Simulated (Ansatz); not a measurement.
CH₄Cl₂OSeSi, SMILES `CO[Si](Cl)(Cl)[SeH]`. Charge 0, multiplicity 1. Geometry: relaxed with PBE0-D4/def2-TZVP. It is one conformer, not always the lowest.

```xyz
10

C     0.348    1.609   -0.482
O    -0.162    0.385   -0.984
Si   -0.162   -1.026   -0.198
Cl    1.719   -1.526    0.430
Cl   -0.768   -2.419   -1.543
Se   -1.541   -0.861    1.586
H     1.433    1.554   -0.362
H     0.106    2.386   -1.206
H    -0.106    1.862    0.481
H    -0.866   -1.965    2.279
```

Task: What is the dipole moment at ωB97M-V/def2-TZVPP? (Best estimate.)

Result: Computed: 1.76 D, with components (0.38, 1.44, 0.94) D in this frame, pointing from negative to positive charge.

Task: And with PBE, r2SCAN, B3LYP? (Estimate.)

Result: Computed: PBE 1.69 D, r2SCAN 1.74 D, B3LYP 1.78 D.

Task: Give the Mulliken charges with ωB97M-V, PBE, B3LYP in def2-TZVPP. (Estimate.)

Result: Computed: 
```tsv
atom	ωB97M-V	PBE	B3LYP
C1	-0.18	-0.14	-0.12
O2	-0.33	-0.27	-0.34
Si3	0.54	0.51	0.63
Cl4	-0.18	-0.19	-0.22
Cl5	-0.15	-0.16	-0.19
Se6	-0.16	-0.14	-0.15
H7	0.12	0.10	0.11
H8	0.13	0.12	0.12
H9	0.12	0.10	0.10
H10	0.09	0.07	0.06
```

B3LYP here is the variant with VWN-RPA as its local correlation; programs differ in this.
